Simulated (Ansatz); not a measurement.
Molecule: CH4N (charge +1, singlet). It need not be the lowest isomer of its formula. 
Structure (B3LYP-D3(BJ)/def2-TZVP (Ansatz, a program for electronic structure) minimum search):
```xyz
6

C     -0.6316     0.2305     0.0275
N      0.5616    -0.2049    -0.0244
H     -1.4611    -0.4673    -0.0113
H     -0.8121     1.2968     0.1101
H      1.3639     0.4216     0.0095
H      0.7676    -1.1993    -0.1021
```
Charge +1, spin multiplicity 1.

Basis-set convergence of Hartree-Fock and MP2 correlation energies (hartree) with Ansatz. Correlated levels leave the core frozen unless marked. No spin-orbit coupling. No relativistic terms.

```csv
basis,functions,E(HF),"E(corr, MP2)"
cc-pVDZ,48,-94.39549,-0.29182
cc-pVTZ,116,-94.42359,-0.35816
cc-pVQZ,230,-94.42993,-0.38144
```

Extrapolating the two largest sets (X = 3 and 4) as X^-3: E(corr) = (64·(-0.38144) - 27·(-0.35816))/37 = -0.3984 Eh, an estimate of the basis-set limit. The largest set recovers 95.7 % of it, the smallest 73.2 %.
